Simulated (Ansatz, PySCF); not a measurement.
Gas-phase reaction in SMILES: NN (N2H4) [hydrazine] -> 2 [NH2] (NH2) (the N-N bond at the site shown breaks; other sites are not compared here)
Structures are relaxed separately at B3LYP-D3(BJ)/def2-TZVP in Ansatz (a program for electronic structure), one conformer each, not searched for the lowest. Frequencies are from Ansatz or PySCF.

Property: bond dissociation energy (enthalpy at 298 K, with B3LYP-D3(BJ) rigid-rotor harmonic-oscillator terms), in kJ/mol. Correlated levels leave the core frozen unless marked. UHF or UKS for open shells. No spin-orbit coupling. Non-relativistic. CBS(X,Y): correlation extrapolated as X^-3; Hartree-Fock from the larger set.

| level | program | bond dissociation energy (kJ/mol) |
|---|---|---|
| BLYP-D4/def2-TZVPD | Ansatz + dftd4 | 260.3 |
| BP86/def2-TZVPD | PySCF | 276.2 |
| HSE06-D3(BJ)/def2-TZVPD | Ansatz + dftd3 | 271.5 |
| HSE06-D4/def2-TZVPD | Ansatz + dftd4 | 271.9 |
| RI-MP2/CBS(aug-cc-pVTZ,aug-cc-pVQZ) | Ansatz | 306.2 |

Problem. Predict the CCSD(T)/CBS(def2-TZVPPD,def2-QZVPPD) result (Ansatz).

Solution. 273.4 kJ/mol
